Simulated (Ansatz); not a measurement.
`[OH][Ti]([F])([Cl])[SeH]`. The species carries charge 0 and has multiplicity 1. The geometry is a stationary point of PBE0-D4/def2-TZVP. It is one conformer, not always the lowest.

```xyz
7

O     0.004   -0.848    1.534
Ti    0.174   -0.280   -0.115
F     1.815    0.157   -0.524
Cl   -0.553   -1.765   -1.559
Se   -1.200    1.701   -0.183
H     0.443   -0.958    2.378
H    -0.684    1.993   -1.531
```

What is the dipole moment at ωB97M-V/def2-TZVPP? (Estimate.)

The calculation gave: 2.26 D, with components (0.73, -0.04, 2.14) D in this frame, pointing from negative to positive charge.

And with PBE, r2SCAN, B3LYP? (An estimate is asked.)

Computed: PBE 2.20 D, r2SCAN 2.22 D, B3LYP 2.18 D.

Give the Mulliken charges with ωB97M-V, PBE, r2SCAN in def2-TZVPP. (Estimate.)

The calculation gave: 
```json
{"atom": "O1", "ωB97M-V": "-0.43", "PBE": "-0.41", "r2SCAN": "-0.47"}
{"atom": "Ti2", "ωB97M-V": "0.81", "PBE": "0.78", "r2SCAN": "0.90"}
{"atom": "F3", "ωB97M-V": "-0.34", "PBE": "-0.31", "r2SCAN": "-0.35"}
{"atom": "Cl4", "ωB97M-V": "-0.19", "PBE": "-0.22", "r2SCAN": "-0.24"}
{"atom": "Se5", "ωB97M-V": "-0.11", "PBE": "-0.10", "r2SCAN": "-0.13"}
{"atom": "H6", "ωB97M-V": "0.19", "PBE": "0.21", "r2SCAN": "0.22"}
{"atom": "H7", "ωB97M-V": "0.08", "PBE": "0.06", "r2SCAN": "0.07"}
```

B3LYP here is the variant with VWN-RPA as its local correlation; programs differ in this.
